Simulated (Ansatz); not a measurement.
Basis sets compared for the cluster Cs3Ge3Br9 (the lowest singlet isomer of a short search). The state is a singlet with charge 0. Geometry PBE-D4/def2-SVP. Ansatz on 2 threads of AMD EPYC 7R13 on a shared host and a share (18 GiB) of an NVIDIA H100 80GB HBM3; times are rough, and most runs start from earlier orbitals.

```xyz
15

Cs    2.638   -2.269    0.066
Cs   -4.334   -1.855   -1.441
Cs    0.327    3.067    0.995
Ge   -1.002    0.868   -2.243
Ge   -1.183   -2.043    1.578
Ge    4.335    1.563    1.104
Br   -3.375   -3.232    1.717
Br   -0.916    3.356   -2.414
Br   -0.780   -2.520   -0.960
Br    0.352   -3.878    2.342
Br   -2.412    0.894   -0.037
Br    2.544    0.470    2.554
Br    3.761    3.925    1.544
Br    2.972    1.233   -1.020
Br   -2.928    0.421   -3.785
```

In the def2 sets Cs takes a core potential; there is no spin–orbit coupling. Single mean-field runs in def2-SVP, def2-TZVP are fitted with def2-universal-jkfit. The structure comes from a short search, and lower isomers may exist.

Binding counts from free atoms (Cs doublet, Ge triplet, Br doublet) in the same basis, without a counterpoise term.

| level | functions | energy (Eh) | HOMO (eV) | LUMO (eV) | binding per atom (eV) | wall time |
| --- | --- | --- | --- | --- | --- | --- |
| PBE-D4/def2-SVP | 456 | -29451.7085 | -5.52 | -1.92 | 2.86 | 8 s |
| PBE0-D4/def2-SVP | 456 | -29452.6376 | -6.51 | -1.28 | 2.79 | 8 s |

(1) Estimate the rows for PBE-D4/def2-TZVP (with forces), PBE0-D4/def2-TZVP.

## Answers

(1) 
```
                         level  functions  energy (Eh)  HOMO (eV)  LUMO (eV)  binding per atom (eV)  wall time
PBE-D4/def2-TZVP (with forces)        663  -29455.2917      -5.62      -2.02                   2.83       10 s
             PBE0-D4/def2-TZVP        663  -29456.2178      -6.57      -1.34                   2.77      9.5 s
```
